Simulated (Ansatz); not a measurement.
Born–Oppenheimer molecular dynamics of FGe₂H₅ (8 atoms, charge 0, multiplicity 1). It starts from a relaxed structure.

All numbers below come from RKS BHLYP-D4/def2-SVP in Ansatz 0.2.0.

```
ensemble        : NVT, Langevin thermostat
time step       : 0.5 fs
steps asked     : 150
set temperature : 100 K
friction        : 1 /fs
seed            : 52591
```

First frame:

```xyz
8
Properties=species:S:1:pos:R:3
Ge 0.061 -0.044 0.003
H 0.557 -0.189 1.445
H 1.198 0.415 -0.915
F -1.088 1.266 0.027
Ge -1.141 -1.984 -0.820
H -2.306 -2.304 0.117
H -1.674 -1.705 -2.225
H -0.190 -3.184 -0.871
```

Q: What does the run give?

A: All steps were run.

```json
{"steps done": "150", "time covered": "75 fs", "mean temperature over the second half": "100 K", "spread of the potential energy over the second half": "2.4 meV per atom", "mean potential energy of the second half above the start": "7.8 meV per atom"}
```

A run of 0.075 ps of so small a system gives no equilibrium averages. The friction is so strong that the motion is overdamped, so the time scale means little.

Q: What happens to the structure?

A: The same pairs are bonded in the first frame and the last. Pairs count as bonded within 1.25 times the sum of covalent radii (0.12 Å more for H–H). This is one draw of velocities; another would differ in detail.

Q: How do temperature and energy run in time?

A: 
```json
{"time (fs)": "0", "T (K)": "88", "potential energy less start (eV)": "0.000"}
{"time (fs)": "2.5", "T (K)": "125", "potential energy less start (eV)": "0.007"}
{"time (fs)": "5", "T (K)": "76", "potential energy less start (eV)": "0.017"}
{"time (fs)": "7.5", "T (K)": "133", "potential energy less start (eV)": "0.043"}
{"time (fs)": "10", "T (K)": "97", "potential energy less start (eV)": "0.063"}
{"time (fs)": "12.5", "T (K)": "139", "potential energy less start (eV)": "0.031"}
{"time (fs)": "15", "T (K)": "118", "potential energy less start (eV)": "0.043"}
{"time (fs)": "17.5", "T (K)": "73", "potential energy less start (eV)": "0.033"}
{"time (fs)": "20", "T (K)": "125", "potential energy less start (eV)": "0.045"}
{"time (fs)": "22.5", "T (K)": "95", "potential energy less start (eV)": "0.038"}
{"time (fs)": "25", "T (K)": "130", "potential energy less start (eV)": "0.056"}
{"time (fs)": "27.5", "T (K)": "85", "potential energy less start (eV)": "0.039"}
{"time (fs)": "30", "T (K)": "75", "potential energy less start (eV)": "0.043"}
{"time (fs)": "32.5", "T (K)": "78", "potential energy less start (eV)": "0.045"}
{"time (fs)": "35", "T (K)": "56", "potential energy less start (eV)": "0.043"}
{"time (fs)": "37.5", "T (K)": "94", "potential energy less start (eV)": "0.053"}
{"time (fs)": "40", "T (K)": "91", "potential energy less start (eV)": "0.074"}
{"time (fs)": "42.5", "T (K)": "106", "potential energy less start (eV)": "0.059"}
{"time (fs)": "45", "T (K)": "110", "potential energy less start (eV)": "0.050"}
{"time (fs)": "47.5", "T (K)": "63", "potential energy less start (eV)": "0.040"}
{"time (fs)": "50", "T (K)": "98", "potential energy less start (eV)": "0.033"}
{"time (fs)": "52.5", "T (K)": "174", "potential energy less start (eV)": "0.050"}
{"time (fs)": "55", "T (K)": "124", "potential energy less start (eV)": "0.078"}
{"time (fs)": "57.5", "T (K)": "95", "potential energy less start (eV)": "0.085"}
{"time (fs)": "60", "T (K)": "131", "potential energy less start (eV)": "0.040"}
{"time (fs)": "62.5", "T (K)": "77", "potential energy less start (eV)": "0.036"}
{"time (fs)": "65", "T (K)": "99", "potential energy less start (eV)": "0.060"}
{"time (fs)": "67.5", "T (K)": "129", "potential energy less start (eV)": "0.091"}
{"time (fs)": "70", "T (K)": "78", "potential energy less start (eV)": "0.091"}
{"time (fs)": "72.5", "T (K)": "102", "potential energy less start (eV)": "0.075"}
{"time (fs)": "75", "T (K)": "76", "potential energy less start (eV)": "0.075"}
```

Time of the run: 4 min on 2 threads of Intel(R) Xeon(R) 6975P-C (Granite Rapids), with other jobs on the host, peak memory 0.26 GiB.
